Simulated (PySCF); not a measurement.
Fe(OH)3 (FeH₃O₃), SMILES [Fe]([OH])([OH])[OH] (connectivity only; charge and spin as stated), neutral, multiplicity 6.

The structure is a stationary point at PBE-D3(BJ)/def2-SVP. The multiplicity is an assumed one; other spin states were not compared. Other conformers were not sampled.

Level of theory: PBE-D3(BJ)/def2-SVP in PySCF.

Frequencies are harmonic and unscaled.

Modes within 1.5 cm⁻¹ of each other (mostly degenerate sets) share a row, with their intensities summed.

List the normal modes with their intensities. (An estimate is asked for; the answer gives what the named calculation found.)


| mode | ν (cm⁻¹) | IR (km/mol) | moving atoms (share of kinetic energy) |
|---|---|---|---|
| 1 | 107 | 3.1 | Fe 46 %, O 40 %, H 14 % |
| 2–3 | 127 | 19.3 | O 69 %, Fe 16 %, H 16 % |
| 4–5 | 370 | 0.0 | H 90 %, O 10 % |
| 6 | 405 | 362.7 | H 83 %, O 15 % |
| 7 | 573 | 0.0 | H 67 %, O 33 % |
| 8–9 | 592 | 413.7 | H 63 %, O 34 % |
| 10 | 608 | 0.0 | O 72 %, H 28 % |
| 11–12 | 687 | 77.7 | O 46 %, Fe 29 %, H 25 % |
| 13–14 | 3714 | 213.5 | H 94 % |
| 15 | 3717 | 0.0 | H 94 % |
